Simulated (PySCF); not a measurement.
GeH₄.

```xyz
5

Ge     0.0000     0.0000     0.0000
H      0.8845    -0.8845    -0.8845
H     -0.8845    -0.8845     0.8845
H     -0.8845     0.8845    -0.8845
H      0.8845     0.8845     0.8845
```
Charge 0, spin multiplicity 1.

The structure is a stationary point at ωB97X-D3(BJ)/def2-TZVPD. The isomer is the one that the SMILES or the coordinates give; other isomers of the formula were not compared.

The numbers are results of HF/pcSseg-2 (PySCF), not measurements. Non-relativistic, no solvent.

Computed absolute GIAO shielding of each atom: isotropic value and principal components (ppm):
```json
[
 {"atom": "Ge1", "σ(iso)": "1766.4", "σ11": "1766.4", "σ22": "1766.4", "σ33": "1766.4", "span": "0.0"},
 {"atom": "H2", "σ(iso)": "28.3", "σ11": "22.8", "σ22": "22.8", "σ33": "39.3", "span": "16.5"},
 {"atom": "H3", "σ(iso)": "28.3", "σ11": "22.8", "σ22": "22.8", "σ33": "39.3", "span": "16.5"},
 {"atom": "H4", "σ(iso)": "28.3", "σ11": "22.8", "σ22": "22.8", "σ33": "39.3", "span": "16.5"},
 {"atom": "H5", "σ(iso)": "28.3", "σ11": "22.8", "σ22": "22.8", "σ33": "39.3", "span": "16.5"}
]
```
